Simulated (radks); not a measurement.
Spherical jellium clusters: N electrons in a uniform positive sphere of charge N and radius rs N^(1/3), rs = 5.04 bohr. Calculated with a radial shooting solver with Libxc functionals: non-relativistic Kohn-Sham, LDA (Slater exchange, Perdew-Wang correlation), spin-polarised, spherical densities. Levels are named by radial order and angular momentum (1s, 1p, 1d, 2s, ...), and open shells are averaged over m.

N = 8, configuration 1s2 1p6. This is the lowest configuration that the search found. Occupied and some empty levels:

level,occupation,eigenvalue (eV),<r> (bohr)
1s,2,-3.4697,6.749
1p,6,-2.6959,7.993
1d,0,-1.7220,9.117
2s,0,-1.2780,8.701
1f,0,-0.65543,10.50

Energy (eV): total -14.3687, kinetic 8.8087, external -205.25, Hartree 101.95, exchange-correlation -23.548, background 103.66. Static polarisability (adiabatic kernel): 1355 bohr^3, against R^3 = 1024 for a classical metal sphere.

Electron density:

r (bohr),n(r) (e/bohr^3)
0.322,0.001091
1.13,0.001198
1.94,0.001409
2.75,0.001688
3.56,0.001986
4.37,0.002241
5.18,0.002391
5.99,0.002383
6.80,0.002196
7.61,0.001849
8.42,0.001410
9.23,0.0009682
10.0,0.0006008
10.8,0.0003422
11.7,0.0001830
12.5,0.00009345
13.3,0.00004606
14.1,0.00002213
14.9,0.00001042
15.7,4.835e-06
